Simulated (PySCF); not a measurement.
## TlN: frontier orbitals

ωB97M-V at R = 2.300 Å; basis Tl x2c-TZVPPall, N x2c-TZVPPall; spin-free X2C with a Gaussian nucleus; PySCF 2.14. State: triplet, unpaired electrons π ↑↑. Only the outer orbitals are listed, counted within each symmetry.

```
spin  orbital  occ.  ε (eV)  on Tl (%)           main shells (%)
   α      16σ     1  -13.00         79           79 Tl s, 17 N p
   α       9π     1  -10.00          5                    94 N p
   α       9π     1  -10.00          5                    94 N p
   α      17σ     1   -8.42         34  66 N p, 16 Tl s, 16 Tl p
   α      10π     0    0.02         98                   98 Tl p
   α      10π     0    0.02         98                   98 Tl p
   β      15σ     1  -18.75         35           65 N s, 28 Tl d
   β      16σ     1  -12.67         84           83 Tl s, 10 N p
   β      17σ     1   -7.16         34   64 N p, 25 Tl p, 8 Tl s
   β       9π     0   -0.73         82           81 Tl p, 18 N p
   β       9π     0   -0.73         82           81 Tl p, 18 N p
```

Q: Which are the highest filled and the lowest empty level, where do they sit, and how wide is the gap?

A: Highest filled β 17σ at -7.16 eV (in %: 64 N p, 25 Tl p, 8 Tl s); lowest empty β 9π at -0.73 eV (in %: 81 Tl p, 18 N p); the gap at ωB97M-V is 6.43 eV.

* bond order (Mayer): 0.80
* ⟨S²⟩: 2.020
* charge on Tl (Mulliken, basis-dependent): 0.44
* charge on Tl (Löwdin, basis-dependent): 0.36
* dipole moment (positive dipole means Tl(−)N(+)): -3.29 D

Spin–orbit coupling is left out, which matters for elements this heavy, above all for dissociation energies. The state was picked by a PBE0 search and need not be the measured ground state.
